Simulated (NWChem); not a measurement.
System meant: SbF$_{5}$, triplet; SMILES of the neutral closed-shell parent [F][Sb]([F])([F])([F])[F]

The following NWChem deck was run.

```
start job
memory heap 200 mb stack 900 mb global 1100 mb
geometry units angstroms noautoz
  Sb     0.209468     0.163596     0.006447
  F      2.076707    -0.329335    -0.056574
  F     -1.898360    -0.217836    -0.110521
  F     -0.696538    -1.776770    -0.121998
  F      0.093568     0.060288     1.891218
  F      0.214442     2.095618    -0.037016
end
basis spherical
  Sb library def2-svp
  F library def2-svp
end
ecp
  Sb library def2-ecp
end
dft
  odft
  mult 4
  xc b3lyp
  iterations 150
  mulliken
end
task dft energy
```

End of the output:

```
 ==============================================================================
                                 internuclear angles
 ------------------------------------------------------------------------------
        center 1       |       center 2       |       center 3       |  degrees
 ------------------------------------------------------------------------------
    2 F                |   1 Sb               |   3 F                |   154.47
    2 F                |   1 Sb               |   4 F                |   100.10
    2 F                |   1 Sb               |   5 F                |    94.46
    2 F                |   1 Sb               |   6 F                |   104.59
    3 F                |   1 Sb               |   4 F                |    54.62
    3 F                |   1 Sb               |   5 F                |    89.11
    3 F                |   1 Sb               |   6 F                |   100.32
    4 F                |   1 Sb               |   5 F                |    89.11
    4 F                |   1 Sb               |   6 F                |   154.69
    5 F                |   1 Sb               |   6 F                |    94.43
 ------------------------------------------------------------------------------
                            number of included internuclear angles:         10
 ==============================================================================

 Summary of "ao basis" -> "" (spherical)
 ------------------------------------------------------------------------------
       Tag                 Description            Shells   Functions and Types
 ---------------- ------------------------------  ------  ---------------------
 Sb                         def2-svp                10       26   4s4p2d
 F                          def2-svp                 6       14   3s2p1d

                                 NWChem DFT Module
                                 -----------------

 Summary of "ao basis" -> "ao basis" (spherical)
 ------------------------------------------------------------------------------
       Tag                 Description            Shells   Functions and Types
 ---------------- ------------------------------  ------  ---------------------
 Sb                         def2-svp                10       26   4s4p2d
 F                          def2-svp                 6       14   3s2p1d

  number of electrons :                   68
  multiplicity        :                    4
 ------------------------------------------------------------------------
  no. of electrons and multiplicity not compatible                  68
 ------------------------------------------------------------------------
 ------------------------------------------------------------------------
  current input line :
    25: task dft energy
 ------------------------------------------------------------------------
 ------------------------------------------------------------------------
 There is an error in the input file
 ------------------------------------------------------------------------
 For more information see the NWChem manual at https://nwchemgit.github.io

0: no. of electrons and multiplicity not compatible:Received an Error in Communication
```

**Question.** Can this run be used? If not, why, and what is the fix?

**Answer.** The input was rejected before any calculation. Cause: the multiplicity doesn't fit the number of electrons (an even count wants an odd multiplicity, and the reverse). This input runs:
```
start job
memory heap 200 mb stack 900 mb global 1100 mb
geometry units angstroms noautoz
  Sb     0.209468     0.163596     0.006447
  F      2.076707    -0.329335    -0.056574
  F     -1.898360    -0.217836    -0.110521
  F     -0.696538    -1.776770    -0.121998
  F      0.093568     0.060288     1.891218
  F      0.214442     2.095618    -0.037016
end
basis spherical
  * library def2-svp
end
ecp
  Sb library def2-ecp
end
dft
  odft
  mult 3
  xc b3lyp
  iterations 150
  mulliken
end
task dft energy
```
It converges to -739.05174 Ha (B3LYP/def2-SVP with def2 effective core potentials on Sb, spin-unrestricted).
